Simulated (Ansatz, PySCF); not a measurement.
Lewis adduct: BH3 (SMILES B) (first 4 atoms) with CHN (SMILES C#N); geometry from B3LYP-D3(BJ)/def2-TZVP, rigid monomers moved along the line of their centres of mass till B1···N6 is 1.77 Å.
(charge 0, multiplicity 1):
```xyz
7

B     -0.09690     0.04824     0.76958
H      0.66587     0.92707     0.45073
H      0.20389    -1.03113     0.32201
H     -1.25567     0.33333     0.59125
C      0.19428    -0.21038     3.65800
N      0.08031    -0.10915     2.52737
H      0.30073    -0.30492     4.71403
```

Counterpoise-corrected where a basis set is named; no monomer relaxation. Rows marked so take none.

Correlated levels freeze the cores. CBS(a, b) extrapolates the correlation energy as X⁻³ and adds the Hartree–Fock energy of set b. Rows in 3-21G, 6-31G* carry no dispersion term and start afresh at each structure (6-31G* with six Cartesian d functions). MP2/6-31G* freezes PySCF's default core.

Programs: Ansatz (a quantum-chemistry and plane-wave program) with Gaussian orbitals; PySCF for 3-21G rows, 6-31G* rows. Each number belongs to the level named beside it.

Estimate the interaction energy that HF/3-21G (no counterpoise) returns for this input.

-27.3 kcal/mol

Estimate the interaction energy that MP2/6-31G* returns for this input.

-26.3 kcal/mol

What is the computed interaction energy (CCSD(T)/CBS(aug-cc-pVDZ, aug-cc-pVTZ))?

-28.6 kcal/mol
